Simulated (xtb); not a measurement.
TiF4, SMILES [F][Ti]([F])([F])[F], multiplicity 1. All values are semi-empirical tight-binding results from xtb (GFN2-xTB unless named), good for trends rather than for accurate numbers. Coordinates come from a GFN2-xTB optimisation. The spin state was assumed, not searched. The isomer is the one that the SMILES or the coordinates give; other isomers of the formula were not compared.

Optimised geometry:

Bonded distances (Å): Ti1–F2 1.692, Ti1–F3 1.692, Ti1–F4 1.692, Ti1–F5 1.692. Bond angles (°): F2–Ti1–F3 109.5, F2–Ti1–F4 109.5, F2–Ti1–F5 109.5, F3–Ti1–F4 109.5, F3–Ti1–F5 109.5, F4–Ti1–F5 109.5.
Charge 0, spin multiplicity 1.

For metal compounds this method's bond lengths and energies can be far off.

Computed properties:
The point group as xtb finds it is Td. The orbital gap comes out as 5.80 eV and the zero-point energy is 5.1 kcal/mol. The G − E(el) at 298.15 K (modified RRHO) is -12.5 kcal/mol.

### Question
Give the atomic charges and the Wiberg bond orders between heavy atoms. (The exact figures need the calculation; the answer reports its results.)

### Answer
charges (e) Ti1 1.45, F2 -0.36, F3 -0.36, F4 -0.36, F5 -0.36. Bond orders Ti1–F2 1.01, Ti1–F3 1.01, Ti1–F4 1.01, Ti1–F5 1.01.
